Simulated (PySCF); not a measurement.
boron oxyfluoride anion (BFO), SMILES B(F)=O (connectivity only; charge and spin as stated), charge -1, multiplicity 2. Atoms are numbered in the order given.

```xyz
3

F      0.1032    -1.1732     0.0000
B     -0.3951     0.1112     0.0000
O      0.1309     1.2504     0.0000
```
Charge -1, spin multiplicity 2.

Coordinates come from a PBE0-D3(BJ)/def2-TZVPD optimisation. The spin state was assumed, not searched.

All values below come from PySCF with PBE/pcH-1.

Unrestricted Kohn–Sham, ⟨S²⟩ = 0.752. Hyperfine tensors hold the contact and dipolar terms, without spin-orbit corrections.

Computed hyperfine couplings:
```tsv
nucleus	A(iso) (MHz)	A(iso) (G)	dipolar principal values (MHz)
19F no. 1	1186.4	423.3	-180.4, -159.5, 339.9
11B no. 2	401.6	143.3	-23.8, -17.7, 41.4
17O no. 3	-63.8	-22.8	-53.5, 20.0, 33.5
```

Problem. And the g tensor (effective nuclear charges for spin-orbit coupling, GIAO)? (The exact figures need the calculation; the answer reports its results.)

Solution. principal values 1.9985, 2.0014, 2.0022; isotropic 2.0007.
